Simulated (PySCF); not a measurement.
**Working out the ionisation energy of Ge⁺**

Ge⁺ [Ar] 3d10 4s2 4p1 (2P) → Ge²⁺ [Ar] 3d10 4s2 (1S). Calculation: PySCF 2.14, in pcseg-2; the non-relativistic Hamiltonian (point nucleus). Frozen: [Ar] 3d10. Energies in hartree (1 hartree = 27.21139 eV):

```tsv
part	Ge⁺ (lower)	Ge²⁺ (upper)
UHF	-2075.059162	-2074.497942
CCSD correlation	-0.051050	-0.039929
(T)	-0.000784	0.000000
```

Q: What does Hartree-Fock give?

A: (-2074.497942) − (-2075.059162) = 0.561220 hartree = 15.272 eV.

Q: What do CCSD and CCSD(T) give?

A: The CCSD correlation energies differ by 0.011121 hartree = 0.303 eV and the triples by 0.000784 hartree = 0.021 eV, so CCSD gives 15.575 eV and CCSD(T) 15.596 eV.

Measured between the centres of the two terms (NIST): 15.789 eV, so CCSD(T) (valence) is off by -0.193 eV.

The calculation is non-relativistic.

What remains against the reference includes basis incompleteness, the frozen core and higher excitations.
